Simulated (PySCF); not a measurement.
Building multiplets from coupling constants

Numbering as in the mapped SMILES `[BH2:1][C:2]#[C:3][C:4]#[CH:5]` (H(Xn): hydrogen on atom n).

[PySCF: geometry from PBE0-D3(BJ)/def2-SVP; couplings computed with B3LYP/pcJ-1; shieldings: GIAO CAM-B3LYP/pcSseg-2; no solvent model; relativity neglected; one conformer; one averaged value for each set of equivalent atoms]

Scale: ¹H and ¹³C against TMS (reference shieldings calculated alike).

Spectrometer: 800 MHz for ¹H. First-order analysis; couplings under 1 Hz (under 4 Hz in carbon signals) are ignored, and nearly equal couplings are merged; the smaller ones broaden or split the lines further.

Question: What pattern does H(C5) show (¹H)?

Answer: A triplet at δ 3.87: 1.7 Hz to H(B1) (2 × ¹H, 6 bonds away). Lines in Hz from the centre (relative intensity): +1.7 (1), +0.0 (2), -1.7 (1). The outer lines are 3.4 Hz apart, the sum of the couplings kept, or 0.004 ppm at this field.

Question: What pattern does C5 show in the proton-coupled ¹³C spectrum?

Answer: A doublet at δ 106.6: 286.1 Hz to H(C5) (1 × ¹H, 1 bond away). Lines in Hz from the centre (relative intensity): +143.1 (1), -143.1 (1). The outer lines are 286.1 Hz apart, the sum of the couplings kept, or 1.422 ppm at this field.

Question: What pattern does C4 show in the proton-coupled ¹³C spectrum?

Answer: A doublet at δ 69.6: 54.3 Hz to H(C5) (1 × ¹H, 2 bonds away). Lines in Hz from the centre (relative intensity): +27.1 (1), -27.1 (1). The outer lines are 54.3 Hz apart, the sum of the couplings kept, or 0.270 ppm at this field.

Hydrogens on boron are broadened and split by ¹¹B (spin 3/2, 80 %) and 10B (spin 3).
